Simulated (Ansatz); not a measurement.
A search over several starts for the lowest SCF solution of Cu3H3⁺, that is (CuH)3 ring with one electron fewer at the given spin, in a small basis.

```yaml
crystal:
  periodic: [false, false, false]
  atoms:
    - {symbol: Cu, position_ang: [0.586889, 1.188714, 0.198875]}
    - {symbol: H, position_ang: [-1.057657, 1.554293, 0.205186]}
    - {symbol: Cu, position_ang: [-1.336642, -0.086974, -0.053628]}
    - {symbol: H, position_ang: [-0.828002, -1.676952, -0.280753]}
    - {symbol: Cu, position_ang: [0.749731, -1.101740, -0.145239]}
    - {symbol: H, position_ang: [1.885680, 0.122668, 0.075558]}
basis:
  gaussian: {orbitals: def2-SVP}
total_charge: 1
magnetization: {spin_polarized: true, initial_magnetization: 1}
hamiltonian: {xc: pbe0, dispersion: d4}
output: {orbitals: {seedname: orbitals}}
```

```sh
$ ansatz run in.yaml --threads 4 --pin off --events-out ev --progress --plain --max-ram 3916MiB
```

It prints (some lines left out):

```
Functional definition: PBE0
1203 factors; integrals over basis functions are off by at most 1.2e-3 eV
mean field evaluation 1: about -133901.4417 eV, gradient 8.6e1 eV
mean field evaluation 2: about -133255.1047 eV, gradient 4.3e2 eV
mean field evaluation 4: about -133921.7503 eV, gradient 3.2e1 eV
mean field evaluation 8: about -133924.4748 eV, gradient 1.3e0 eV
mean field evaluation 16: about -133924.6464 eV, gradient 2.5e-2 eV
mean field evaluation 32: about -133924.6464 eV, gradient 1.7e-3 eV
mean field evaluation 64: about -133924.6463 eV, gradient 6.0e-2 eV
mean field -133924.64637944 eV, -4921.6399770588 hartree, gradient 3.4e-6 eV, S^2 0.761685; 6 other end points of the search recorded, 0 dependent functions left out
reference -133924.64644424 eV, -4921.6399794402 hartree; 45, 44 occupied and 63, 64 virtual orbitals, 1203 factors
Total energy: -133924.76447165 eV, -4921.6443168674 hartree
```

It took 83 s on 4 threads of Intel Xeon on a shared host, peak host memory 0.55 GiB.
